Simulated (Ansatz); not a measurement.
Compare A (`CN[SiH2][SiH3]`) with its isomer B (`CN([SiH3])[SiH3]`).

Isolated molecules relaxed with PBE0-D4/def2-TZVP in Ansatz; ΔE leaves out vibrations. CCSD(T)/CBS adds triple-zeta CCSD(T) − MP2 to the extrapolated MP2 energy (def2 sets, frozen cores). Functionals use def2-TZVPP. B3LYP here is the variant with VWN-RPA as its local correlation; programs differ in this. One conformer a species, not always the lowest.

Q: Which is lower in electronic energy at CCSD(T)/CBS, and by how much? (An estimate is asked.)

A: Computed: B, by 58.5 kJ/mol.

Q: Give E(B) − E(A) in kJ/mol with CCSD(T)/def2-SVP, CCSD(T)/def2-TZVPP, B3LYP-D4, PBE-D4, r2SCAN-D4, PBE0-D4, CCSD/def2-TZVPP. (An estimate is asked.)

A: Ansatz gave: CCSD(T)/def2-SVP -58.9, CCSD(T)/def2-TZVPP -59.2, B3LYP-D4 -54.6, PBE-D4 -35.9, r2SCAN-D4 -49.0, PBE0-D4 -42.2, CCSD/def2-TZVPP -59.9. None reverses the order clearly.

Q: Does the order hold for the free energy at 298.15 K (harmonic terms from PBE0-D4)? (An estimate is asked.)

A: The calculation gave: Yes: G(B) − G(A) = -60.6 kJ/mol, for one conformer each.

Largest T1 diagnostic: 0.012.

Leaving LDA and LC-ωPBE aside and taking each functional with its dispersion term where it has one, the values, not all of them listed here, spread over 26.4 kJ/mol, from BHLYP-D4 to PBE-D4. LDA lies −6.9 kJ/mol from PBE without D4. From r2SCAN to r2SCAN0 (25 % exact exchange), in def2-TZVPP and without D4, E(B) − E(A) moves by −3.1 kJ/mol.
